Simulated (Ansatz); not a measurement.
Reactions of BFH3N, SMILES `NBF`.

Isolated molecules relaxed with PBE0-D4/def2-TZVP in Ansatz; ΔE leaves out vibrations. CCSD(T)/CBS adds triple-zeta CCSD(T) − MP2 to the extrapolated MP2 energy (def2 sets, frozen cores). Small cases extrapolate CCSD(T) itself. Functionals use def2-TZVPP. Open shells (•) are unrestricted, without spin–orbit coupling. Spin–orbit coupling would lower the free atoms: a little for B, F. For Se outer-core shells are correlated without core-valence functions, so the limit isn't a true one: a few kJ/mol of doubt a bond, and 10 to 20 or more in all where bonds break to atoms. Scalar relativity is left out up to krypton. One conformer a species, not always the lowest.

| reaction | ωB97X-V (kJ/mol) | r2SCAN-D4 (kJ/mol) | PBE0-D4 (kJ/mol) | HF/CBS(def2) (kJ/mol) | CCSD(T)/CBS(def2) (kJ/mol) |
| --- | --- | --- | --- | --- | --- |
| `NBF` + `[SiH3][SeH]` → `NB[Se][SiH3]` + H–F | 82 | 79 | 70 | 110 | 69 |
| `NBF` + NH₃ → `NBN` + H–F | 49 | 49 | 42 | 60 | 43 |
| `NBF` + H–F → `FBF` + NH₃ | -29 | -29 | -23 | -40 | -26 |
| `NBF` + H₂S → `NBS` + H–F | 73 | 71 | 63 | 95 | 66 |
| `NBF` + `O[SiH2]O` → `O[SiH2]OBF` + NH₃ | -12 | -11 | -8 | -21 | -13 |
| `NBF` → B• + F• + 3 H• + N• | 2352 | 2350 | 2346 | 1739 | 2340 |
| `NBF` + `[SiH3]`• → `N[B]F`• + SiH₄ | 69 | 66 | 70 | 61 | 70 |
| `NBF` + `O[SiH3]` → `FBO[SiH3]` + NH₃ | -16 | -16 | -13 | -25 | -19 |

Largest T1 diagnostic: 0.015, for `[SiH3]`•.

Extrapolated directly: `NBF` + H–F → `FBF` + NH₃; `NBF` → B• + F• + 3 H• + N•.
